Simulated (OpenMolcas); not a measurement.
OpenMolcas run: Ag⁵⁺

Input:

```
&GATEWAY
Coord
1

Ag 0.0 0.0 0.0
Basis=ANO-RCC-VQZP
Group=XYZ
NoMove
AngMom=0.0 0.0 0.0
AMFI
&SEWARD
* reference wave functions (RASSCF and RASSI steps not shown): 6 electrons in 5 orbitals (4d)
>>> COPY JOB001 $Project.JobIph
&CASPT2
Multistate=5 1 2 3 4 5
Frozen=8 6
IPEA=0.25
Imaginary=0.1
MaxIter=60
WThr=0.0 0.3 0.05
PrWF=0.5
NoMix
>>> COPY JOB002 $Project.JobIph
&CASPT2
Multistate=45 1 2 3 4 5 6 7 8 9 10 11 12 13 14 15 16 17 18 19 20 21 22
23 24 25 26 27 28 29 30 31 32 33 34 35 36 37 38 39 40 41 42 43 44 45
Frozen=8 6
IPEA=0.25
Imaginary=0.1
MaxIter=60
WThr=0.0 0.3 0.05
PrWF=0.5
NoMix
>>> COPY JOB003 $Project.JobIph
&CASPT2
Multistate=50 1 2 3 4 5 6 7 8 9 10 11 12 13 14 15 16 17 18 19 20 21 22
23 24 25 26 27 28 29 30 31 32 33 34 35 36 37 38 39 40 41 42 43 44 45 46
47 48 49 50
Frozen=8 6
IPEA=0.25
Imaginary=0.1
MaxIter=60
WThr=0.0 0.3 0.05
PrWF=0.5
NoMix
```

Launched by
```bash
OMP_NUM_THREADS=1 MOLCAS_MEM=1689 MOLCAS_PROJECT=a pymolcas a.inp > a.log  # once for each step of the input, in one work folder
```

Output, cut to the results:

```
--- CASPT2 ---
Orbital specifications:
      -----------------------

      Symmetry species                           1   2
                                                ag  au
      Frozen orbitals                            8   6
      Inactive orbitals                          1   3
      Active orbitals                            5   0
      Secondary orbitals                        37  44
      Deleted orbitals                           0   0
      Number of basis functions                 51  53
Type of calculation                        MS-CASPT2
      Fock operator                              state-specific
      IPEA shift                                 0.25
      Real shift                                 0.00
      Imaginary shift                            0.10
      The input orbitals will be transformed to quasi-canonical
Reference energy:       -5305.5210899035
      E2 (Non-variational):      -0.4117217207
      Shift correction:          -0.0000623212
      E2 (Variational):          -0.4117840419
      Total energy:           -5305.9328739454
      Residual norm:              0.0000000394
      Reference weight:           0.95682
      Contributions to the CASPT2 correlation energy
      Active & Virtual Only:         -0.0968091729
      One Inactive Excited:          -0.2108436314
      Two Inactive Excited:          -0.1040689164
Reference energy:       -5305.5210899035
      E2 (Non-variational):      -0.4117152673
      Shift correction:          -0.0000622815
      E2 (Variational):          -0.4117775488
      Total energy:           -5305.9328674524
      Residual norm:              0.0000000386
      Reference weight:           0.95683
      Contributions to the CASPT2 correlation energy
      Active & Virtual Only:         -0.0968027087
      One Inactive Excited:          -0.2108437053
      Two Inactive Excited:          -0.1040688533
::    CASPT2 Root  1     Total energy:  -5305.93287395
::    CASPT2 Root  2     Total energy:  -5305.93286745
::    CASPT2 Root  3     Total energy:  -5305.93285720
::    CASPT2 Root  4     Total energy:  -5305.93287471
::    CASPT2 Root  5     Total energy:  -5305.93284685
::    MS-CASPT2 Root  1     Total energy:  -5305.93287799
::    MS-CASPT2 Root  2     Total energy:  -5305.93287596
::    MS-CASPT2 Root  3     Total energy:  -5305.93286872
::    MS-CASPT2 Root  4     Total energy:  -5305.93285239
::    MS-CASPT2 Root  5     Total energy:  -5305.93284510
--- CASPT2 ---
Orbital specifications:
      -----------------------

      Symmetry species                           1   2
                                                ag  au
      Frozen orbitals                            8   6
      Inactive orbitals                          1   3
      Active orbitals                            5   0
      Secondary orbitals                        37  44
      Deleted orbitals                           0   0
      Number of basis functions                 51  53
Type of calculation                        MS-CASPT2
      Fock operator                              state-specific
      IPEA shift                                 0.25
      Real shift                                 0.00
      Imaginary shift                            0.10
      The input orbitals will be transformed to quasi-canonical
Reference energy:       -5305.4156394728
      E2 (Non-variational):      -0.4209785468
      Shift correction:          -0.0000642843
      E2 (Variational):          -0.4210428311
      Total energy:           -5305.8366823039
      Residual norm:              0.0000005872
      Reference weight:           0.95556
      Contributions to the CASPT2 correlation energy
      Active & Virtual Only:         -0.0990371436
      One Inactive Excited:          -0.2227371761
      Two Inactive Excited:          -0.0992042270
Reference energy:       -5305.4156394728
      E2 (Non-variational):      -0.4210777618
      Shift correction:          -0.0000642122
      E2 (Variational):          -0.4211419739
      Total energy:           -5305.8367814468
      Residual norm:              0.0000005732
      Reference weight:           0.95555
      Contributions to the CASPT2 correlation energy
      Active & Virtual Only:         -0.0991075784
      One Inactive Excited:          -0.2227465386
      Two Inactive Excited:          -0.0992236447
::    CASPT2 Root  1     Total energy:  -5305.83668230
::    CASPT2 Root  2     Total energy:  -5305.83678145
::    CASPT2 Root  3     Total energy:  -5305.83674028
::    CASPT2 Root  4     Total energy:  -5305.83671461
::    CASPT2 Root  5     Total energy:  -5305.83682808
::    CASPT2 Root  6     Total energy:  -5305.83676799
::    CASPT2 Root  7     Total energy:  -5305.83675411
::    CASPT2 Root  8     Total energy:  -5305.83670553
::    CASPT2 Root  9     Total energy:  -5305.83676820
::    CASPT2 Root 10     Total energy:  -5305.83676669
::    CASPT2 Root 11     Total energy:  -5305.83673071
::    CASPT2 Root 12     Total energy:  -5305.83222666
::    CASPT2 Root 13     Total energy:  -5305.83221949
::    CASPT2 Root 14     Total energy:  -5305.83221014
::    CASPT2 Root 15     Total energy:  -5305.82680319
::    CASPT2 Root 16     Total energy:  -5305.82715805
::    CASPT2 Root 17     Total energy:  -5305.82712742
::    CASPT2 Root 18     Total energy:  -5305.82686702
::    CASPT2 Root 19     Total energy:  -5305.82698581
::    CASPT2 Root 20     Total energy:  -5305.82711139
::    CASPT2 Root 21     Total energy:  -5305.82698742
::    CASPT2 Root 22     Total energy:  -5305.81704532
::    CASPT2 Root 23     Total energy:  -5305.81690167
::    CASPT2 Root 24     Total energy:  -5305.81692388
::    CASPT2 Root 25     Total energy:  -5305.81685114
::    CASPT2 Root 26     Total energy:  -5305.81708994
::    CASPT2 Root 27     Total energy:  -5305.81686123
::    CASPT2 Root 28     Total energy:  -5305.81685181
::    CASPT2 Root 29     Total energy:  -5305.81697458
...
```

Levels above the lowest, from the spin-orbit matrix with the multistate effective Hamiltonian, averaged by term, added to it:

```tsv
Configuration	Term	J	E (cm-1)	Measured (cm-1)	g	Term weight %	Second
4d6	5D	4	0.0	0.0	1.493	97	3 3F(1)
4d6	5D	3	2560	2692	1.496	98	
4d6	5D	2	3820	3953	1.497	96	3 3P(1)
4d6	5D	1	4760	4941	1.498	96	3 3P(1)
4d6	5D	0	5190	5380		96	4 3P(1)
4d6	3H	4	21480		1.019	36	30 3F(1)
4d6	3P(1)	2	21590	21042	1.478	91	4 5D
4d6	3H	6	22370	21512	1.159	95	5 1I
4d6	3H	5	22690	21812	1.078	73	27 3G
4d6	3F(1)	3	25210	24441	1.013	75	23 3G
4d6	3H	4	25770		1.019	52	46 3F(1)
4d6	3F(1)	2	26130	25306	0.689	94	5 1D(1)
4d6	3P(1)	1	28530	28232	1.415	87	9 3D
4d6	3G	5	28700	27958	1.156	73	27 3H
4d6	3P(1)	0	29290			75	21 1S(1)
4d6	3G	4	30430	29660	1.062	76	13 3F(1)
4d6	3G	3	31070	30361	0.831	75	23 3F(1)
4d6	3D	2	33730	32650	1.167	86	6 1D(1)
4d6	3D	1	34470	33558	0.593	91	9 3P(1)
4d6	3D	3	34540	33509	1.323	95	
4d6	1I	6	35380	34194	1.008	95	5 3H
4d6	1G(1)	4	38470	37481	1.008	84	8 3F(1)
4d6	1S(1)	0	42660			68	18 3P(1)
4d6	1D(1)	2	42840	41372	1.014	84	7 3D
```

Against the 19 measured excited levels shown (the list in Gamrath, thesis, University of Mons (2023)) the mean absolute deviation is 720 cm-1; the largest miss in energy is 4d6 1D2(1): computed 42840, measured 41372 cm-1 (+3.5 %), and the largest in proportion 4d6 5D3 (-5.0 %).

Term energies are means over components that CASPT2 splits; among the terms shown or strongly mixed into the levels shown the widest spread is 1200 cm-1 (4d6 1I). The CASPT2 spread within a term exceeds the gap to the next term for 4d6 3D and 4d6 1I, so the order of their levels is uncertain. Measured partners are found by configuration, term and J. A level has none where our copy of the source lacks it or the pairing is in doubt (some pairs that miss far off the trend of their configuration count as doubtful), and it then counts in no deviation. Levels of configurations outside the active space are missing. The table shows the lowest 24 of 34 levels.

The term weight is that of the spin-free term in the level, not the purity of its configuration. A number in round brackets counts repeated terms of one configuration in the order of the reference energies.
